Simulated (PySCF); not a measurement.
# Vibration and rotation of KBe⁻

RHF-MP2 constants of KBe⁻, ¹Σ⁺ (singlet), closed shell (basis K aug-pcseg-1, Be aug-pcseg-1; no relativity; PySCF 2.14; masses 38.9637 and 9.0122 u):

```
ωe              : 49.3 cm⁻¹
ωexe            : 2.45 cm⁻¹
Be              : 0.11945 cm⁻¹
αe              : 0.00616 cm⁻¹
D (centrifugal) : 2.81e-06 cm⁻¹
```

**Question.** Give the vibrational terms G(v) and spacings up to v = 2.

**Answer.** G(v) = ωe(v+½) − ωexe(v+½)².

| v | G(v) (cm⁻¹) | G(v) − G(v−1) | Bv (cm⁻¹) |
| --- | --- | --- | --- |
| 0 | 24.0 |  | 0.1164 |
| 1 | 68.4 | 44.4 | 0.1102 |
| 2 | 107.9 | 39.5 | 0.1041 |

Correlated steps freeze 5 core orbitals.
